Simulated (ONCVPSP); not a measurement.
**Transferability test, ONCV potential for boron**

ONCVPSP 4.0.1 input, shortened (lines: element, Z, core and valence counts, functional; n l f; lmax; l rc ep ncon nbas qcut; lloc lpopt rc5 dvloc0; l nproj debl; icmod fcfact rcfact), PBE, scalar-relativistic:

```
  B 5.00    1    1        4      upf
    1    0    2.00
    2    0    1.50
    1
    0    1.00    0.00    4    7    5.90
    1    1.00    0.09    4    8    9.10
    0    5    1.00    0.00
    0    0    2.90
    1    2    3.80
    3    4.25    1.70
```

In the p channel the program set the typed energies aside and used 0.050, 3.850 Ha.

Energies are relative to the spin-unpolarised reference configuration 2s1.5; without spin polarisation the order of configurations can differ from experiment.

| valence configuration | charge | ΔE all-electron (eV) | error AE − PS (meV) |
| --- | --- | --- | --- |
| 2s2 2p1 | 0 | -19.432 | +13 |
| 2s2 | +1 | -11.213 | +3.2 |
| 2s1 | +2 | 14.210 | +3.6 |
| 2s2 2p0.5 | +0.5 | -16.545 | +8.3 |

Levels in the configuration 2s1:

```csv
level,all-electron (eV),pseudo (eV)
2s,-31.475,-31.460
```
